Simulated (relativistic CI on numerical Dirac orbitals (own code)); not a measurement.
## V⁴⁺ in a cubic cluster: 2p photoemission with charge transfer

Computed with a charge-transfer multiplet model of a cubic metal-ligand cluster with up to 2 ligand holes, Slater and spin-orbit integrals from Dirac-Coulomb-Breit ions, Slater integrals scaled by 0.8. The ground state mixes d1 with configurations of k ligand holes L, whose averages lie at kΔ + k(k − 1)U_dd/2; a core hole lowers each added d electron by U_cd. 20 K, Lorentzian 0.6 eV and Gaussian 0.8 eV FWHM.

Atomic integrals in eV (Slater integrals scaled, ζ unscaled), ground: F2dd 8.057, F4dd 5.049, zeta_d 0.029; with the core hole: F2dd 8.057, F4dd 5.049, zeta_d 0.047, zeta_core 4.606, F2cd 5.989, G1cd 4.613, G3cd 2.623. Where a configuration has fewer than two d electrons, the dd integrals are those of d2.

Cluster parameters (eV): U_dd = 5.6, U_cd = 7.2, 10Dq = 0.45, 10Dq(ligand) = 1.4, V(eg) = 2.95, V(t2g) = -1.62, final-state hopping factor = 0.9.

```tsv
Case	n_d	d1	d2L	d3L2	S
Δ = -1.4 eV	2.06	0.19	0.57	0.25	0.50
Δ = 1.6 eV	1.84	0.31	0.54	0.15	0.50
Δ = 3.6 eV	1.70	0.41	0.49	0.11	0.50
```

Weights, n_d and S are thermal averages at 20 K. Binding energies count from the first peak over 30 % of the highest in each spectrum, which can be another peak from case to case. The parameters are a model scan and need not match a compound or its usual spin state. Peaks in eV (height, largest 100):
- Δ = -1.4 eV: 0.0 (100), 3.0 (13), 8.0 (38), 13.8 (9)
- Δ = 1.6 eV: 0.0 (100), 3.0 (12), 7.9 (35), 12.9 (12), 20.6 (6)
- Δ = 3.6 eV: 0.0 (100), 3.0 (11), 8.0 (33), 10.0 (12), 12.2 (14), 19.8 (6)

Curve for Δ = 3.6 eV (points under 2 left out, the grid thinned):

(E (eV), Intensity): (-3.5, 2.1), (-2.9, 3.1), (-2.4, 4.8), (-1.8, 10.7), (-1.3, 27.7), (-0.7, 69.1), (-0.2, 97.0), (0.4, 86.6), (0.9, 50.0), (1.5, 21.1), (2.0, 11.3), (2.6, 10.1), (3.2, 11.0), (3.7, 9.2), (4.3, 9.2), (4.8, 10.1), (5.4, 11.7), (5.9, 15.8), (6.5, 24.4), (7.0, 29.3), (7.6, 31.3), (8.1, 33.0), (8.7, 24.1), (9.3, 13.7), (9.8, 12.0), (10.4, 11.6), (10.9, 10.6), (11.5, 12.3), (12.0, 14.3), (12.6, 13.5), (13.1, 10.6), (13.7, 6.6), (14.2, 4.7), (14.8, 3.6), (15.4, 2.9), (15.9, 2.5), (16.5, 2.0), (18.3, 2.4), (18.9, 3.6), (19.4, 5.5), (20.0, 5.8), (20.5, 4.1), (21.1, 2.8), (21.6, 2.5), (22.2, 2.1)

For the case Δ = 1.6 eV, Δ = 1.6 eV is smaller than U_dd = 5.6 eV, the charge-transfer side of the Zaanen-Sawatzky-Allen scheme. With the core hole the configuration with one ligand hole lies at Δ − U_cd = -8.6, -5.6, -3.6 eV from the one without, in the order of the table; where this is negative the screened configuration lies lower, though the effective hopping of about 5.8 eV (from the holes of the mixed ground state) mixes the two strongly wherever it is as large as the gap.

With at most 2 ligand holes the space is cut while the next configuration still counts, so covalency is underestimated, and a final configuration with one more ligand hole, which can lie low, is missing from the spectra.
